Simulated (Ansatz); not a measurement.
Geometry optimisation, RKS LDA/def2-SVP (Ansatz).

Input file:

```yaml
crystal:
  periodic: [false, false, false]
  atoms:
    - { symbol: Zn, position_ang: [0.0, 0.0, 0.0] }
    - { symbol: Cl, position_ang: [0.0, 0.0, 2.59] }
    - { symbol: O, position_ang: [0.0, 0.0, -1.79] }
    - { symbol: H, position_ang: [0.2547, -0.9174, -2.1271] }
    - { symbol: "N", position_ang: [-2.0823, -0.3777, 0.7032] }
    - { symbol: H, position_ang: [-2.6997, -1.0664, 0.1855] }
    - { symbol: H, position_ang: [-2.4545, 0.1315, 1.5551] }
    - { symbol: H, position_ang: [-1.4466, -0.2624, 1.8808] }
basis:
  gaussian: { orbitals: def2-SVP }
hamiltonian:
  xc: lda
relax:
  f_tol: 0.15
  max_steps: 25
  restrain:
    - { distance: [0, 4], at: 1.93, k: 30.0 }
    - { distance: [7, 1], at: 1.37, k: 30.0 }
    - { distance: [0, 1], at: 3.44, k: 30.0 }
    - { distance: [7, 4], at: 2.26, k: 30.0 }
```

Command:

```bash
$ ansatz run input.yaml --threads 2 --pin off --max-ram 3072MiB --backend cpu --events-out ev --progress --plain --runs-dir out
```

Question: Where does it end, and by what steps?

Answer: The forces met the threshold. The restraints hold the end off the free minimum. After 17 steps the energy has fallen by 1.571 eV (the restraints' own energy left out); Zn1 moved furthest, 1.26 Å.

```tsv
step	energy less start (eV)	largest force component (eV/Å)	accepted
0	0.0000	2.520	yes
1	0.1132	3.160	yes
2	0.0876	3.581	yes
3	-0.5453	2.612	yes
4	-0.9785	1.590	yes
5	-1.1808	1.444	yes
6	-1.2975	1.187	yes
7	-1.3969	1.585	yes
8	-1.4587	1.388	yes
9	-1.3730	1.900	no
10	-1.5036	1.301	yes
11	-1.5168	1.130	yes
12	-1.5498	1.455	yes
13	-1.5617	1.461	yes
14	-1.5649	1.454	yes
15	-1.4324	2.554	no
16	-1.5567	1.401	yes
17	-1.5711	1.421	yes
```

```xyz
8
Properties=species:S:1:pos:R:3
Zn -1.077 -0.267 -0.590
Cl 0.613 -0.441 2.393
O 0.156 -0.261 -1.821
H 1.045 -0.333 -1.423
N -2.413 -0.281 0.737
H -3.063 -1.078 0.695
H -2.967 0.583 0.807
H -0.722 -0.416 2.200
```

The run took 26 s on 2 threads of Arm Neoverse V1, with other jobs on the host, peak memory 0.15 GiB.
